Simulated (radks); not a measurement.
Spherical jellium clusters: N electrons in a uniform positive sphere of charge N and radius rs N^(1/3), rs = 4.21 bohr. Calculated with a radial shooting solver with Libxc functionals: non-relativistic Kohn-Sham, LDA (Slater exchange, Perdew-Wang correlation), spin-polarised, spherical densities. Levels are named by radial order and angular momentum (1s, 1p, 1d, 2s, ...), and open shells are averaged over m.

N = 30, configuration 1s2 1p6 1d10 2s2 1f(up 7, down 3). This is the lowest configuration that the search found. Occupied and some empty levels:

level    occupation  eigenvalue (eV)  <r> (bohr)
1s up             1          -5.0127       7.753
1s down           1          -4.9066       7.432
1p up             3          -4.4281       9.282
1p down           3          -4.2715       9.145
1d up             5          -3.7062       10.24
1d down           5          -3.5276       10.20
2s up             1          -3.4011       8.067
2s down           1          -3.3124       8.276
1f up             7          -2.8535       10.99
1f down           3          -2.6689       11.02
2p up             0          -2.3223       9.366
2p down           0          -2.2378       9.440
1g up             0          -1.8891       11.70
1g down           0          -1.7092       11.78
2d up             0          -1.2728       11.19
2d down           0          -1.1838       11.28

Energy (eV): total -56.6372, kinetic 48.477, external -2226.9, Hartree 1104.9, exchange-correlation -106.38, background 1123.3.

Electron density:

r (bohr)  n(r) (e/bohr^3)
0.935            0.004315
1.98             0.003889
3.02             0.003337
4.06             0.002878
5.10             0.002695
6.14             0.002845
7.18             0.003235
8.22             0.003649
9.26             0.003811
10.3             0.003501
11.3             0.002707
12.4             0.001705
13.4            0.0008678
14.5            0.0003812
15.5            0.0001518
16.6           0.00005670
17.6           0.00002028
18.6            7.056e-06
19.7            2.414e-06
20.7            8.170e-07
